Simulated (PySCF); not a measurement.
chromium atom (Cr), septet. Base run: SVWN5/def2-SVP in PySCF.

The PySCF input:
```python
from pyscf import gto, scf, dft

mol = gto.M(
    atom='''
Cr    0.000000    0.000000    0.000000
''',
    basis='def2-svp',
    charge=0,
    spin=6,
    verbose=5,
)

mf = dft.UKS(mol)
mf.xc = 'lda,vwn'
mf.kernel()
```

Each row names what was changed in the base input (with any setting that the change needs).

```json
[
 {"change": "base", "ΔE vs base (µEh)": "0.0", "grid points": "20904", "electrons on the grid": "24.00000", "outcome": "converged"},
 {"change": "grids.becke_scheme = stratmann", "ΔE vs base (µEh)": "0.0", "grid points": "20904", "electrons on the grid": "24.00000", "outcome": "converged"},
 {"change": "grids.prune = dft.gen_grid.sg1_prune", "ΔE vs base (µEh)": "-", "grid points": "-", "electrons on the grid": "-", "outcome": "input refused"},
 {"change": "grids.atom_grid = (75, 302)", "ΔE vs base (µEh)": "0.0", "grid points": "13256", "electrons on the grid": "24.00000", "outcome": "converged"},
 {"change": "grids.level = 4", "ΔE vs base (µEh)": "0.0", "grid points": "30728", "electrons on the grid": "24.00000", "outcome": "converged"},
 {"change": "grids.radi_method = gauss_chebyshev", "ΔE vs base (µEh)": "0.0", "grid points": "19720", "electrons on the grid": "24.00000", "outcome": "converged"},
 {"change": "grids.prune = dft.gen_grid.treutler_prune", "ΔE vs base (µEh)": "0.0", "grid points": "20704", "electrons on the grid": "24.00000", "outcome": "converged"},
 {"change": "grids.level = 2", "ΔE vs base (µEh)": "0.0", "grid points": "13256", "electrons on the grid": "24.00000", "outcome": "converged"},
 {"change": "small_rho_cutoff = 0", "ΔE vs base (µEh)": "0.0", "grid points": "20904", "electrons on the grid": "24.00000", "outcome": "converged"},
 {"change": "grids.radi_method = mura_knowles", "ΔE vs base (µEh)": "0.0", "grid points": "18448", "electrons on the grid": "24.00000", "outcome": "converged"},
 {"change": "grids.level = 7", "ΔE vs base (µEh)": "0.0", "grid points": "88224", "electrons on the grid": "24.00000", "outcome": "converged"}
]
```

Open shells are given as the SCF converged; they aren't shown to be the lowest states, and a large step between rows can be another state.

- grids.prune = dft.gen_grid.sg1_prune: ended with `IndexError: index 24 is out of bounds for axis 0 with size 19`
